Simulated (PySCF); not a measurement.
C2H5N, charge +1, doublet (typed; the unrestricted solution is spin-contaminated), geometry from GFN2-xTB (a state made from the parent by changing its charge; the spin is typed, not shown lowest). Base run: HF/6-31+G* (PySCF).

PySCF was given this input:
```python
from pyscf import gto, scf, solvent

mol = gto.M(
    atom='''
C     1.20016941   -0.26169073    0.05270942
N    -0.07260113    0.19670858    0.07655208
C    -1.27688680    0.16928401   -0.10393811
H     1.82676732    0.42113304   -0.53520405
H     1.59032162   -0.32001296    1.07653627
H     1.28799541   -1.26771607   -0.39908673
H    -1.82802925   -0.67079669   -0.55090457
H    -1.90854286    1.01487293    0.18016671
''',
    basis='6-31+g*',
    charge=1,
    spin=1,
    verbose=3,
)

mf = scf.UHF(mol)
mf.kernel()
```

The base run was repeated with changes; each row names its change, and settings that it needs were set with it.

```tsv
change	ΔE vs base (kJ/mol)
base	0.00
model = ddCOSMO; solvent = toluene	-147.1
model = IEF-PCM; solvent = toluene; r_probe = 0.5	-129.0
model = COSMO; solvent = toluene	-129.9
model = IEF-PCM; solvent = toluene; vdw_scale = 1.1	-170.0
model = C-PCM; solvent = toluene	-157.3
model = IEF-PCM; solvent = n-hexane	-127.4
model = IEF-PCM; solvent = toluene; lebedev_order = 11	-157.3
model = SS(V)PE; solvent = toluene	-151.9
model = IEF-PCM; solvent = dichloromethane	-241.7
model = IEF-PCM; solvent = dimethylsulfoxide	-266.3
model = IEF-PCM; solvent = toluene; lebedev_order = 41	-157.4
```

The base is the gas phase, so ΔE is the electrostatic part of solvation at a fixed geometry, without cavity and dispersion terms.

Open shells are given as the SCF converged; they aren't shown to be the lowest states, and a large step between rows can be another state.
